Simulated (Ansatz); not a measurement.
Calculated with Ansatz (gas phase, PBE0-D4/def2-TZVP geometries, no zero-point term in ΔE). CBS: MP2 limit from def2 TZ/QZ plus the TZ coupled-cluster correction, frozen cores. This one scheme is used for every species. Functionals use def2-TZVPP. One conformer a species, not always the lowest.

`ClC[SiH2]Cl` + BH₃ → `BC[SiH2]Cl` + HCl  (formal exchange of groups at a C–Cl bond)

```
           level  ΔE (kJ/mol)
     LDA (SPW92)       -115.3
    CAM-B3LYP-D4        -98.8
        PBE-QIDH       -103.7
          r2SCAN       -105.1
         r2SCANh       -105.2
    MP2/def2-SVP       -108.4
CCSD(T)/def2-SVP       -105.2
  MP2/def2-QZVPP       -101.1
```

**Question.** What does CCSD(T)/CBS give? (Estimate.)

**Answer.** Ansatz gave: -99.1 kJ/mol. The listed levels differ from it by -16.2, 0.3, -4.6, -6.0, -6.1, -9.3, -6.1, -2.0 kJ/mol.

**Question.** What do rigid-rotor, harmonic-oscillator terms from PBE0-D4/def2-TZVP frequencies (298.15 K, 1 bar) make of the CCSD(T)/CBS value? (Estimate.)

**Answer.** Computed: ΔZPE = -0.2 kJ/mol, ΔH = -98.9 kJ/mol, ΔS = 3 J/(mol·K), ΔG = -99.9 kJ/mol.

Largest T1 diagnostic among the species: 0.010.

Leaving LDA and LC-ωPBE aside and taking each functional with its dispersion term where it has one, the values, not all of them listed here, spread over 14.9 kJ/mol, from B97M-V to BLYP-D4. LDA lies −11.9 kJ/mol from PBE without D4. In def2-TZVPP, CCSD(T) changes the Hartree–Fock value by −14.1 kJ/mol (the triples alone add −0.4 kJ/mol) and MP2 by −15.3 kJ/mol.
